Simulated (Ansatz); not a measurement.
`CN(C)c1ccc(-c2ccc(-c3ccc(C#N)[se]3)[se]2)[se]1`, relaxed as a singlet with RKS r2SCAN-D4/def2-SVP in Ansatz, starting from the GFN2-xTB geometry. Force threshold 0.03 eV/Å.

Start:

```
atom   x (Å)   y (Å)   z (Å)
  C1  -2.103  -1.261   5.089
  N2  -0.808  -0.675   4.888
  C3   0.074  -0.408   5.996
  C4  -0.395  -0.422   3.624
  C5   0.812   0.110   3.224
  C6   0.956   0.268   1.841
  C7  -0.102  -0.120   1.057
  C8  -0.201  -0.060  -0.354
  C9  -1.264  -0.448  -1.139
 C10  -1.099  -0.278  -2.516
 C11   0.104   0.257  -2.916
 C12   0.531   0.534  -4.240
 C13   1.744   1.069  -4.622
 C14   1.925   1.247  -5.996
 C15   0.861   0.860  -6.778
 C16   0.789   0.933  -8.166
 N17   0.737   0.996  -9.313
Se18  -0.559   0.188  -5.738
Se19   1.205   0.608  -1.418
Se20  -1.508  -0.785   2.141
 H21  -2.885  -0.614   4.671
 H22  -2.292  -1.397   6.151
 H23  -2.172  -2.236   4.588
 H24  -0.423  -0.671   6.926
 H25   0.996  -0.992   5.914
 H26   0.339   0.653   6.031
 H27   1.591   0.387   3.912
 H28   1.852   0.674   1.394
 H29  -2.163  -0.857  -0.699
 H30  -1.861  -0.544  -3.235
 H31   2.495   1.329  -3.890
 H32   2.825   1.654  -6.426
```

(1) Estimate the energy that the relaxation releases and the steps that it takes.

(2) Does the start keep its bonding and symmetry?

(3) Predict the relaxed structure.

## Answers

(1) 0.15 eV, in 8 steps; 50 s on 2 threads of AMD EPYC 7R13 on a shared host and a share (18 GiB) of an NVIDIA H100 80GB HBM3. The force fell under the threshold at step 7, but the optimiser went on. No frequencies were taken in this run, so the end may be a saddle point.

(2) By distances, no bond broke or formed. The bond that changes most is C16–N17, from 1.15 to 1.17 Å (atoms count from 1).

(3) 
```csv
atom,x (Å),y (Å),z (Å)
C1,-2.136,-1.287,5.120
N2,-0.837,-0.687,4.919
C3,0.056,-0.422,6.028
C4,-0.397,-0.419,3.661
C5,0.831,0.118,3.277
C6,0.990,0.285,1.883
C7,-0.067,-0.098,1.074
C8,-0.195,-0.049,-0.346
C9,-1.269,-0.441,-1.141
C10,-1.104,-0.273,-2.530
C11,0.107,0.264,-2.944
C12,0.560,0.549,-4.271
C13,1.780,1.087,-4.674
C14,1.951,1.260,-6.062
C15,0.875,0.867,-6.844
C16,0.758,0.919,-8.244
N17,0.641,0.955,-9.408
Se18,-0.528,0.203,-5.773
Se19,1.199,0.613,-1.437
Se20,-1.483,-0.768,2.153
H21,-2.937,-0.658,4.688
H22,-2.331,-1.393,6.195
H23,-2.202,-2.289,4.655
H24,-0.449,-0.672,6.969
H25,0.982,-1.022,5.956
H26,0.345,0.644,6.060
H27,1.607,0.387,3.994
H28,1.909,0.699,1.455
H29,-2.184,-0.855,-0.707
H30,-1.885,-0.548,-3.246
H31,2.554,1.358,-3.951
H32,2.859,1.671,-6.508
```
Bond lengths: 12 × C–C 1.39 to 1.43 Å; 6 × C–Se 1.89 to 1.90 Å; 4 × C–N 1.17 to 1.45 Å; 12 × C–H 1.09 to 1.11 Å.
